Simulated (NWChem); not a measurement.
Program: NWChem. System: H$_{2}$S$_{2}$Sn, charge 0, spin multiplicity 1, at a geometry optimised with PBE/def2-SVP with def2 effective core potentials on Sn. The structure started from a generated list of species. Level: G0W0@PBE/def2-TZVPD with def2 effective core potentials on Sn, RI basis def2-tzvpd-rifit, no spin-orbit coupling.

Part of the output:

```
             Northwest Computational Chemistry Package (NWChem) 7.3.0
             --------------------------------------------------------

                                NWChem Input Module
                                -------------------

 Scaling coordinates for geometry "geometry" by  1.889725989
 (inverse scale =  0.529177249)

 Turning off AUTOSYM since
 SYMMETRY directive was detected!

                             Geometry "geometry" -> ""
                             -------------------------

 Output coordinates in angstroms (scale by  1.889725989 to convert to a.u.)

  No.       Tag          Charge          X              Y              Z
 ---- ---------------- ---------- -------------- -------------- --------------
    1 Sn                  50.0000     0.00000000     0.00000000    -0.67467500
    2 S                   16.0000    -1.78309800     0.00000000     1.04764100
    3 H                    1.0000    -2.76839900     0.00000000     0.10461100
    4 S                   16.0000     1.78309800     0.00000000     1.04764100
    5 H                    1.0000     2.76839900     0.00000000     0.10461100

 Effective nuclear repulsion energy (a.u.)     414.0736471057

            Nuclear Dipole moment (a.u.)
            ----------------------------
        X                 Y               Z
 ---------------- ---------------- ----------------
    -0.0000000000     0.0000000000    -0.0000302356

      Symmetry information
      --------------------

 Group name             C2v
 Group number             16
 Group order               4
 No. of unique centers     3

      Symmetry unique atoms

     1    2    3


 Summary of "ao basis" -> "" (spherical)
 ------------------------------------------------------------------------------
       Tag                 Description            Shells   Functions and Types
 ---------------- ------------------------------  ------  ---------------------
 *                         def2-tzvpd                 on all atoms

 Summary of "ri basis" -> "" (spherical)
 ------------------------------------------------------------------------------
       Tag                 Description            Shells   Functions and Types
 ---------------- ------------------------------  ------  ---------------------
 *                      def2-tzvpd-rifit              on all atoms

  pbe96 is a nonlocal functional; adding pw91lda local functional.

                                 NWChem DFT Module
                                 -----------------

 Summary of "ao basis" -> "ao basis" (spherical)
 ------------------------------------------------------------------------------
       Tag                 Description            Shells   Functions and Types
 ---------------- ------------------------------  ------  ---------------------
 Sn                        def2-tzvpd               18       56   7s5p4d2f
 S                         def2-tzvpd               16       46   6s6p3d1f
 H                         def2-tzvpd                5        9   3s2p

 Summary of "ao basis" -> "ao basis" (spherical)
 ------------------------------------------------------------------------------
       Tag                 Description            Shells   Functions and Types
 ---------------- ------------------------------  ------  ---------------------
 Sn                        def2-tzvpd               18       56   7s5p4d2f
 S                         def2-tzvpd               16       46   6s6p3d1f
 H                         def2-tzvpd                5        9   3s2p

      Symmetry analysis of basis
      --------------------------

        a1         62
        a2         23
        b1         51
        b2         30

            General Information
            -------------------
          SCF calculation type: DFT
          Wavefunction type:  closed shell.
          No. of atoms     :     5
          No. of electrons :    56
           Alpha electrons :    28
            Beta electrons :    28
          Charge           :     0
          Spin multiplicity:     1
          Use of symmetry is: on ; symmetry adaption is: on
          Maximum number of iterations: 100
          This is a Direct SCF calculation.
          AO basis - number of functions:   166
[...]
   Bfn.  Coefficient  Atom+Function         Bfn.  Coefficient  Atom+Function
  ----- ------------  ---------------      ----- ------------  ---------------
    73      0.328900  2 S  py               128      0.328900  4 S  py
    76      0.207782  2 S  py               131      0.207782  4 S  py
    18      0.182331  1 Sn py                12     -0.146093  1 Sn py
    70      0.142921  2 S  py               125      0.142921  4 S  py
    15      0.133470  1 Sn py                64     -0.123536  2 S  py

 Vector   27  Occ=2.000000D+00  E=-2.291086D-01  Symmetry=a1
              MO Center=  3.6D-15, -6.6D-15,  1.6D-02, r^2= 5.3D+00
   Bfn.  Coefficient  Atom+Function         Bfn.  Coefficient  Atom+Function
  ----- ------------  ---------------      ----- ------------  ---------------
     6      0.333133  1 Sn s                  5      0.330058  1 Sn s
     2      0.252062  1 Sn s                 74      0.241775  2 S  pz
   129      0.241775  4 S  pz                19     -0.240540  1 Sn pz
    13      0.223847  1 Sn pz                 3     -0.212109  1 Sn s
    16     -0.211400  1 Sn pz                72     -0.167502  2 S  px

 Vector   28  Occ=2.000000D+00  E=-2.262482D-01  Symmetry=a2
              MO Center=  3.5D-14,  7.0D-16,  9.6D-01, r^2= 4.8D+00
   Bfn.  Coefficient  Atom+Function         Bfn.  Coefficient  Atom+Function
  ----- ------------  ---------------      ----- ------------  ---------------
    73      0.375811  2 S  py               128     -0.375811  4 S  py
    76      0.248771  2 S  py               131     -0.248771  4 S  py
    70      0.165027  2 S  py               125     -0.165027  4 S  py
    64     -0.140599  2 S  py               119      0.140599  4 S  py
    67     -0.061464  2 S  py               122      0.061464  4 S  py

 Vector   29  Occ=0.000000D+00  E=-1.198368D-01  Symmetry=b2
              MO Center=  7.5D-15, -1.4D-15, -4.6D-01, r^2= 4.3D+00
   Bfn.  Coefficient  Atom+Function         Bfn.  Coefficient  Atom+Function
  ----- ------------  ---------------      ----- ------------  ---------------
    18      0.498227  1 Sn py                12     -0.343080  1 Sn py
    15      0.331361  1 Sn py                21      0.311923  1 Sn py
    73     -0.186006  2 S  py               128     -0.186006  4 S  py
    76     -0.153185  2 S  py               131     -0.153185  4 S  py
    70     -0.085416  2 S  py               125     -0.085416  4 S  py

 Vector   30  Occ=0.000000D+00  E=-5.958829D-02  Symmetry=b1
              MO Center=  1.6D-14, -8.8D-16, -5.7D-01, r^2= 6.9D+00
   Bfn.  Coefficient  Atom+Function         Bfn.  Coefficient  Atom+Function
  ----- ------------  ---------------      ----- ------------  ---------------
    17      0.434478  1 Sn px                20      0.366840  1 Sn px
    11     -0.266978  1 Sn px                14      0.253255  1 Sn px
    74     -0.178454  2 S  pz               129      0.178454  4 S  pz
    41      0.157949  1 Sn d  1              61      0.151949  2 S  s
   116     -0.151949  4 S  s                 78      0.146056  2 S  px

 Vector   31  Occ=0.000000D+00  E=-4.451691D-02  Symmetry=a1
              MO Center=  2.6D-13, -9.6D-16, -5.6D-01, r^2= 8.0D+00
   Bfn.  Coefficient  Atom+Function         Bfn.  Coefficient  Atom+Function
  ----- ------------  ---------------      ----- ------------  ---------------
     7      0.956054  1 Sn s                  6     -0.547065  1 Sn s
     5     -0.380958  1 Sn s                 19     -0.354642  1 Sn pz
    62     -0.317640  2 S  s                117     -0.317640  4 S  s
    75      0.242057  2 S  px               130     -0.242057  4 S  px
     2     -0.233846  1 Sn s                 72      0.213178  2 S  px

 center of mass
 --------------
 x =  -0.00000000 y =   0.00000000 z =  -0.12687176

 moments of inertia (a.u.)
 ------------------
         439.393025829395           0.000000000000           0.000000000000
           0.000000000000        1220.579297063872           0.000000000000
           0.000000000000           0.000000000000         781.186271234478

     Multipole analysis of the density
     ---------------------------------

     L   x y z        total         alpha         beta         nuclear
     -   - - -        -----         -----         ----         -------
     0   0 0 0      0.000000    -28.000000    -28.000000     56.000000

     1   1 0 0      0.000000      0.000000      0.000000     -0.000000
     1   0 1 0     -0.000000     -0.000000     -0.000000      0.000000
     1   0 0 1     -1.173100    -18.435847    -18.435847     35.698594

     2   2 0 0    -37.632772   -227.848809   -227.848809    418.064847
     2   1 1 0     -0.000000     -0.000000     -0.000000      0.000000
     2   1 0 1      0.000000      0.000000      0.000000     -0.000000
     2   0 2 0    -39.271532    -19.635766    -19.635766      0.000000
     2   0 1 1     -0.000000     -0.000000     -0.000000      0.000000
     2   0 0 2    -40.348905   -100.804871   -100.804871    161.260837

 Task  times  cpu:       33.8s     wall:       33.8s

                                NWChem Input Module
                                -------------------

                                 NWChem GW Module
                                 ----------------

                             ***********************
                             ***        GW       ***
                             ***********************

 Summary of "ri basis" -> "ri basis" (spherical)
 ------------------------------------------------------------------------------
       Tag                 Description            Shells   Functions and Types
 ---------------- ------------------------------  ------  ---------------------
 Sn                     def2-tzvpd-rifit            42      200   10s9p9d7f4g3h
 S                      def2-tzvpd-rifit            33      129   10s8p7d6f2g
 H                      def2-tzvpd-rifit            10       24   5s3p2d

                 Memory Information
                 ------------------
          Available GA per process is          1699.8 MBs
          Available stack per process is        700.0 MBs
          Available heap per process is           0.0 MBs

          Peak memory in Initialization
              Peak GA per process is                 21.3 MBs
              Peak stack per process is               0.3 MBs
              Peak heap per process is               22.2 MBs
              Memory not in MA per process            0.0 MBs

          Peak memory in CDGW Calculation
              Peak GA per process is                 25.5 MBs
              Peak stack per process is               3.9 MBs
              Peak heap per process is                3.9 MBs
              Memory not in MA per process            0.0 MBs

          Computing 2-center integrals
          Computing Inverse Cholesky factor
          Computing 3-center integrals
          Computing Vxc

          Computing Sigma_x
          Computing W(iw) on the imaginary grid
          Solving quasiparticle equations

                  Alpha Orbitals
          State     Energy (eV)     Error (eV)
          -----------------------------------
@GW        25         -9.287           0.004
@GW        26         -8.834           0.005
@GW        27         -8.563           0.002
@GW        28         -8.309           0.002
@GW        29         -1.118           0.002
@GW        30          0.439           0.002

     GW Timing Statistics
   ------------------------
   Init.   :          0.2s
     ERIs  :          3.7s
     Distr.:          0.0s
     Vxc   :          0.4s
   Vmo     :          0.0s
   iW      :          7.5s
   I_n     :          0.0s
   R_n     :          1.6s
   GW total:         13.4s

 Task  times  cpu:       13.4s     wall:       13.4s

 Total times  cpu:       47.2s     wall:       47.2s
```

### Question
Write an NWChem input that would produce this output.

### Answer
One answer among several that fit: 
```
start mol
memory heap 200 mb stack 700 mb global 1700 mb
geometry units angstroms nocenter noautoz
  Sn     0.000000     0.000000    -0.674675
  S     -1.783098     0.000000     1.047641
  H     -2.768399     0.000000     0.104611
  S      1.783098     0.000000     1.047641
  H      2.768399     0.000000     0.104611
  symmetry group C2v
end
basis spherical
  * library def2-tzvpd
end
ecp
  Sn library def2-ecp
end
basis "ri basis" bse spherical
  * library def2-tzvpd-rifit
end
dft
  xc xpbe96 cpbe96
  iterations 100
  direct
  tolerances tight
end
task dft energy
gw
  method cdgw
  states alpha occ 4 vir 2
end
task dft gw
```
